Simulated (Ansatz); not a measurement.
Consider the ligand exchange at the Si–C bond: `C=C(F)[SiH](O)O` + `O[Si](O)(F)F` → `O[SiH](O)O[Si](O)(F)F` + `C=CF`.

Isolated molecules relaxed with PBE0-D4/def2-TZVP in Ansatz; ΔE leaves out vibrations. CCSD(T)/CBS adds triple-zeta CCSD(T) − MP2 to the extrapolated MP2 energy (def2 sets, frozen cores). DFT in def2-TZVPP. B3LYP here is the variant with VWN-RPA as its local correlation; programs differ in this. One conformer a species, not always the lowest.

```json
{"level": "r2SCAN-D4", "ΔE (kJ/mol)": "-143.2", "difference from CCSD(T)/CBS": "2.2"}
{"level": "PBE0-D4", "ΔE (kJ/mol)": "-139.0", "difference from CCSD(T)/CBS": "6.4"}
{"level": "B3LYP-D4", "ΔE (kJ/mol)": "-146.5", "difference from CCSD(T)/CBS": "-1.1"}
{"level": "ωB97X-V", "ΔE (kJ/mol)": "-142.8", "difference from CCSD(T)/CBS": "2.6"}
{"level": "ωB97M-V", "ΔE (kJ/mol)": "-143.5", "difference from CCSD(T)/CBS": "1.9"}
{"level": "B2PLYP", "ΔE (kJ/mol)": "-145.6", "difference from CCSD(T)/CBS": "-0.2"}
{"level": "PBE", "ΔE (kJ/mol)": "-128.7", "difference from CCSD(T)/CBS": "16.7"}
{"level": "PBE0", "ΔE (kJ/mol)": "-136.8", "difference from CCSD(T)/CBS": "8.6"}
{"level": "B3LYP", "ΔE (kJ/mol)": "-142.9", "difference from CCSD(T)/CBS": "2.5"}
{"level": "HF/def2-TZVPP", "ΔE (kJ/mol)": "-161.8", "difference from CCSD(T)/CBS": "-16.4"}
{"level": "MP2/def2-TZVPP", "ΔE (kJ/mol)": "-146.4", "difference from CCSD(T)/CBS": "-1.0"}
{"level": "SCS-MP2/def2-TZVPP", "ΔE (kJ/mol)": "-147.8", "difference from CCSD(T)/CBS": "-2.4"}
{"level": "CCSD(T)/def2-TZVPP", "ΔE (kJ/mol)": "-146.1", "difference from CCSD(T)/CBS": "-0.7"}
{"level": "HF/def2-QZVPP", "ΔE (kJ/mol)": "-164.1", "difference from CCSD(T)/CBS": "-18.7"}
{"level": "SCS-MP2/def2-QZVPP", "ΔE (kJ/mol)": "-148.1", "difference from CCSD(T)/CBS": "-2.7"}
{"level": "HF/CBS(def2)", "ΔE (kJ/mol)": "-164.4", "difference from CCSD(T)/CBS": "-19.0"}
{"level": "CCSD(T)/CBS", "ΔE (kJ/mol)": "-145.4", "difference from CCSD(T)/CBS": "0"}
```

Largest T1 diagnostic among the species: 0.012.

In def2-TZVPP, CCSD(T) changes the Hartree–Fock value by +15.7 kJ/mol (the triples alone add +2.8 kJ/mol) and MP2 by +15.4 kJ/mol. From PBE to PBE0 (25 % exact exchange), in def2-TZVPP and without D4, ΔE moves by −8.1 kJ/mol. The D4 term adds −3.6 kJ/mol with B3LYP and −2.2 kJ/mol with PBE0; it sums over pairs of atoms, weighted by their polarisabilities, and B3LYP, whose exchange is more repulsive, gets the larger term.
